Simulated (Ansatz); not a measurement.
`[SiH3][GeH2][SH]` + H₂O → `[OH][GeH2][SiH3]` + H₂S at 500 K and 1 bar (formal hydrolysis of a Ge–S bond).

Isolated molecules relaxed with PBE0-D4/def2-TZVP in Ansatz; ΔE leaves out vibrations. CCSD(T)/CBS adds triple-zeta CCSD(T) − MP2 to the extrapolated MP2 energy (def2 sets, frozen cores). This one scheme is used for every species. For Ge outer-core shells are correlated without core-valence functions, which leaves a few kJ/mol of doubt a bond. Scalar relativity is left out up to krypton. One conformer a species, not always the lowest.

```tsv
species	CCSD(T)/CBS energy (Eh)	H − E (kJ/mol)	S (J/(mol·K))
`[SiH3][GeH2][SH]`	-2766.58811	176.2	416.5
H₂O	-76.37941	73.2	206.3
`[OH][GeH2][SiH3]`	-2443.98216	185.2	396.1
H₂S	-398.97279	57.0	224.0
```

H − E and S are ideal-gas, rigid-rotor, harmonic terms from PBE0-D4/def2-TZVP, for one conformer and one mirror image of each species. 1 Eh = 2625.50 kJ/mol, R = 8.31446 J/(mol·K).

Question: By hand: ΔE, ΔH, ΔS and ΔG.

Answer: ΔE = (-2443.98216) + (-398.97279) − (-2766.58811) − (-76.37941) = 0.01257 Eh = 33.0 kJ/mol. Δ(H − E) = 185.2 + 57.0 − 176.2 − 73.2 = -7.2, so ΔH = 25.8 kJ/mol. ΔS = 396.1 + 224.0 − 416.5 − 206.3 = -2.7 J/(mol·K). ΔG = 25.8 − 500 × (-2.7)/1000 = 27.2 kJ/mol.

Question: By hand: the equilibrium constant, and the temperature at which ΔG would vanish if ΔH and ΔS stayed fixed.

Answer: log₁₀ K = −ΔG/(RT ln 10) = -2.8. ΔH and −TΔS have one sign here, so there is no such temperature.

The number of gas molecules stays the same, so ΔS is small and ΔH decides. A doubt of 5 kJ/mol in ΔE shifts log₁₀ K by 0.5 here. Other conformers and mirror images would add mixing entropy, several J/(mol·K) or more a flexible species. These are equilibria of isolated gas molecules and say nothing of rates. Largest T1 diagnostic: 0.012 (customary marks: 0.02 for closed shells, 0.045 for open ones).

ΔS is within the doubt of such terms, so its sign, and with it that verdict, could turn.
